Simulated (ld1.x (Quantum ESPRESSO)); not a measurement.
## Configuration tests for molybdenum (TM)

* Element: Mo (Z = 42)
* Generator: ld1.x (Quantum ESPRESSO) 7.5
* Type: norm-conserving Troullier–Martins (Kleinman–Bylander form)
* Functional: revPBE
* Relativity: scalar-relativistic
* Frozen core: [Ar] 3d10
* Valence charge: 14
* Reference configuration: 4s2 4p6 4d5 5s1 5p0
* Partial waves: 4p (bound): rc 1.25 bohr; 4d (bound): rc 1.65 bohr; 4s (bound): rc 1.95 bohr
* Local potential: the s channel
* Core correction: Bessel-smoothed model core inside 0.60 bohr

Occupied shells without a wave of their own: 5s. They enter only through the test configuration that unscreens the potential, and ld1.x also counts them in the model core charge.

Energies are relative to the spin-unpolarised reference configuration 4s2 4p6 4d5 5s1 5p0; without spin polarisation the order of configurations can differ from experiment. The frozen-core shift is the all-electron ΔE with the core orbitals held at their reference shape minus the fully relaxed ΔE.

ld1.x takes every shell without a wave as core, so the model core holds the 5s electrons as well and exchange and correlation see them twice. This cancels in the reference configuration, but the file is broken for other ones, and its errors say nothing about a proper core correction.

| valence configuration | charge | ΔE all-electron (eV) | error AE − PS (meV) | frozen-core shift (meV) |
| --- | --- | --- | --- | --- |
| 4s2 4p6 4d5 5s0 5p0 | +1 | 6.773 | -2372 | +1.6 |
| 4s2 4p6 4d4 5s0 5p0 | +2 | 22.149 | -3572 | +0.1 |
| 4s2 4p6 4d3 5s0 5p0 | +3 | 48.816 | -4907 | -0.6 |
| 4s2 4p6 4d5 5s0.5 5p0 | +0.5 | 2.676 | -1030 | +0.7 |
| 4s2 4p6 4d5 5s0 5p1 | 0 | 3.109 | -1692 | +0.7 |
| 4s2 4p6 4d2 5s0 5p0 | +4 | 88.255 | -6340 | +3.5 |
| 4s2 4p6 4d6 5s0 5p0 | 0 | 0.730 | -1485 | +2.5 |

These tests converged, but a pseudo level misses the all-electron one widely, so the file describes the atom poorly there or has found another state: 4s2 4p6 4d5 5s0 5p0: empty 5s by 2.9 eV; 4s2 4p6 4d4 5s0 5p0: empty 5s by 4.1 eV (a node warning on the way); 4s2 4p6 4d3 5s0 5p0: empty 5s by 5.3 eV; 4s2 4p6 4d5 5s0.5 5p0: 5s by 2.4 eV; 4s2 4p6 4d2 5s0 5p0: empty 5s by 6.7 eV. A variational frozen-core shift is positive and of second order in the change. This column holds negative values, so the frozen-core run of ld1.x carries numerical noise or an error of first order here, and the column gives no more than the rough size of the effect.

The potential misses its own reference levels by up to 1.8 eV, so it is not fit for use.
